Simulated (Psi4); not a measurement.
C2H6ClGa, singlet (typed; the unrestricted solution is spin-contaminated), at a GFN2-xTB geometry (such geometries of metal compounds can be far from the true shape), with bond 10-1 at 1.25 times its length; HF/STO-3G run with Psi4.

Input for Psi4:
```
memory 2 GB

molecule {
0 1
Ga   -0.23882611    0.10083400   -0.14092768
C    -1.80146295   -1.21572828   -0.23393842
H    -1.48974737   -2.11234972   -0.77670352
H    -2.67761150   -0.79304802   -0.72665403
H    -2.07741138   -1.52198383    0.77883123
C    -0.06504875    2.00184560   -0.87573406
H     0.73235088    2.03166984   -1.62340480
H     0.21697965    2.67872738   -0.06457972
H    -0.98796556    2.36112255   -1.33204575
Cl    1.88956572   -0.79628911    1.12136054
}

set {
  basis sto-3g
  reference uhf
  stability_analysis follow
  scf_type pk
}

energy('scf')
print_variables()
```

What the program printed (banner, timings and long lists left out):

```
   => Loading Basis Set <=

    Name: STO-3G
    Role: ORBITAL
    Keyword: BASIS

         ---------------------------------------------------------
                                   SCF
               by Justin Turney, Rob Parrish, Andy Simmonett
                          and Daniel G. A. Smith
                              UHF Reference
         ---------------------------------------------------------

  ==> Geometry <==

    Molecular point group: c1
    Full point group: C1

    Geometry (in Angstrom), charge = 0, multiplicity = 1:

       Center              X                  Y                   Z               Mass
    ------------   -----------------  -----------------  -----------------  -----------------
         GA          -0.394745107799     0.166512276818    -0.233574501098    68.925573500000
         C           -1.957381947799    -1.150050003182    -0.326585241098    12.000000000000
         H           -1.645666367799    -2.046671443182    -0.869350341098     1.007825032230
         H           -2.833530497799    -0.727369743182    -0.819300851098     1.007825032230
         H           -2.233330377799    -1.456305553182     0.686184408902     1.007825032230
         C           -0.220967747799     2.067523876818    -0.968380881098    12.000000000000
         H            0.576431882201     2.097348116818    -1.716051621098     1.007825032230
         H            0.061060652201     2.744405656818    -0.157226541098     1.007825032230
         H           -1.143884557799     2.426800826818    -1.424692571098     1.007825032230
         CL           1.733646722201    -0.730610833182     1.028713718902    34.968852682000

  Running in c1 symmetry.

  Rotational constants: A =      0.14550  B =      0.07023  C =      0.04822 [cm^-1]
  Rotational constants: A =   4362.01207  B =   2105.45577  C =   1445.52659 [MHz]
  Nuclear repulsion =  309.313518389828971

  Charge       = 0
  Multiplicity = 1
  Electrons    = 66
  Nalpha       = 33
  Nbeta        = 33

  ==> Algorithm <==

  SCF Algorithm Type is PK.
  DIIS enabled.
  MOM disabled.
  Fractional occupation disabled.
  Guess Type is SAD.
  Energy threshold   = 1.00e-06
  Density threshold  = 1.00e-06
  Integral threshold = 1.00e-12

  ==> Primary Basis <==

  Basis Set: STO-3G
    Blend: STO-3G
    Number of shells: 25
    Number of basis functions: 43
    Number of Cartesian functions: 44
    Spherical Harmonics?: true
    Max angular momentum: 2

  ==> Integral Setup <==

[...]
    Wavefunction unstable!
    Rotating orbitals by 0.5 * pi / 2 radians along unstable eigenvector.
    Wavefunction unstable!
[...]

    Rotating orbitals by 0.5 * pi / 2 radians along unstable eigenvector.
    There's still a negative eigenvalue. Try modifying FOLLOW_STEP_SCALE
    or increasing MAX_ATTEMPTS (not available for PK integrals).

  ==> Post-Iterations <==

   @Spin Contamination Metric:   8.843122536E-01
   @S^2 Expected:                0.000000000E+00
   @S^2 Observed:                8.843122536E-01
   @S   Expected:                0.000000000E+00
   @S   Observed:                0.000000000E+00

    Orbital Energies [Eh]
    ---------------------

    Alpha Occupied:

[...]
    Alpha Virtual:

[...]
      43A      0.738887

    Beta Occupied:

[...]
    Beta Virtual:

[...]
      43A      0.738884

    Final Occupation by Irrep:
              A
    DOCC [    33 ]
    SOCC [     0 ]
    NA   [    33 ]
    NB   [    33 ]

  @UHF Final Energy: -2433.78290440414730

   => Energetics <=

    Nuclear Repulsion Energy =            309.3135183898289711
    One-Electron Energy =               -4021.9742299147947051
    Two-Electron Energy =                1278.8778071208182610
    Total Energy =                      -2433.7829044041473026

  UHF NO Occupations:
  HONO-2 :   31  A 1.9999905
  HONO-1 :   32  A 1.9998118
  HONO-0 :   33  A 1.9501989
  LUNO+0 :   34  A 0.0498011
  LUNO+1 :   35  A 0.0001882
  LUNO+2 :   36  A 0.0000095
  LUNO+3 :   37  A 0.0000008

Computation Completed

Properties will be evaluated at   0.000000,   0.000000,   0.000000 [a0]

Properties computed using the SCF density matrix

 Multipole Moments:

 ------------------------------------------------------------------------------------
     Multipole            Electronic (a.u.)      Nuclear  (a.u.)        Total (a.u.)
 ------------------------------------------------------------------------------------

 L = 1.  Multiply by 2.5417464519 to convert [e a0] to [Debye]
 Dipole X            :          4.2366938           -5.7714532           -1.5347594
 Dipole Y            :         -1.7802892            2.4274430            0.6471538
 Dipole Z            :          2.5357117           -3.4448017           -0.9090900
 Magnitude           :                                                    1.8975613

 ------------------------------------------------------------------------------------

  Variable Map:
  ----------------------------------------------------------------------------
[...]
  Array Variable Map:
  ----------------------------------------------------------------------------
[...]
[...]
```

Convergence was not reached.
